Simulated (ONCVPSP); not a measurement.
## Varying the ONCV potential for phosphorus (P)

Base potential:

phosphorus (P), optimised norm-conserving Vanderbilt (ONCV), made with ONCVPSP 4.0.1 (BLYP, scalar-relativistic). Core [Ne], reference 3s2 3p1 (charge +2). Waves: 3s: rc 1.35 bohr, ncon 4, nbas 7, qcut 6.3 1/bohr, 3 projectors, debl 3.2 Ha; 3p: rc 1.85 bohr, ncon 4, nbas 8, qcut 3.8 1/bohr, 2 projectors, debl 2.4 Ha. Local part: polynomial inside 1.00 bohr (lpopt 3, dvloc0 0 Ha). Core correction: Teter function, fcfact 5.25, rcfact 1.25.

Cutoffs, loose and tight: the cutoffs (Ha) at which the residual kinetic energy of the hardest occupied pseudo-wave falls to 1 and 0.1 mHa per electron. They do not see the model core or the augmentation charge, which bear on the density cutoff. Test errors are all-electron minus pseudo excitation energies from the reference, over the configurations 3s2 3p3; 3s2 3p2; 3s2 3p0; 3s0 3p5. A dash means not determined; rows that change the core or the reference have their own tests.

1 further variants are left out, since the program set their typed debl aside.

A true bound ghost makes a file unfit for plane-wave use even where its test errors are small: the radial tests pick states by their node count and pass the ghost by.

```csv
change,outcome,"cutoff, loose","cutoff, tight",bound ghosts,GHOST(+) flags above zero,largest test error (meV)
base,generated,11 Ha,37 Ha,s,none,+18
"core correction Teter function, fcfact 3.2, rcfact 1.25",generated,11 Ha,37 Ha,s,none,+24
"local potential polynomial inside 1.00 bohr (lpopt 3, dvloc0 6.5 Ha)",generated,11 Ha,37 Ha,s,none,+18
s: nproj 2,generated,11 Ha,37 Ha,s,none,+17
p: rc 2.68,generated,11 Ha,37 Ha,s,none,+8.1
p: qcut 4.6,generated,11 Ha,37 Ha,s,none,+19
"core correction Teter function, parameters optimised by the program",generated,11 Ha,37 Ha,s,none,+12
"all radii but the core radius scaled by about 0.81 (s 1.10, p 1.50 bohr); local potential polynomial inside 0.82 bohr (lpopt 3, dvloc0 0 Ha)","failed: optimize: ERROR ps0norm > uunorm, code will stop",–,–,–,–,–
s: rc 1.02,"failed: optimize: ERROR ps0norm > uunorm, code will stop",–,–,–,–,–
```

What comes out with this change to the base: p: rc 1.35, qcut 5.2, nproj 0; local potential the p channel?

outcome: generated; cutoff, loose: 11 Ha; cutoff, tight: 94 Ha; bound ghosts: s; GHOST(+) flags above zero: none; largest test error (meV): +28.
